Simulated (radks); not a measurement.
Task: The titanium ion Ti+ is in [Ar] 3d3. Method: scalar-relativistic Kohn-Sham, LDA (Slater exchange, Perdew-Wang correlation), spin-polarised, spherical densities, finite nucleus; Fermi nuclear charge, rms radius of each element as measured or else 0.836 A^(1/3) + 0.57 fm; computed with a radial shooting solver on a logarithmic mesh with Libxc functionals. Open shells are filled with parallel spins first. One electron is removed from 3d, 2p, 3s, 3p in turn, with full relaxation. Which removal costs least, and what does each cost?

Result: 3d 14.447 eV; 3p 46.651 eV; 3s 70.125 eV; 2p 467.76 eV. The 3d electron leaves first.
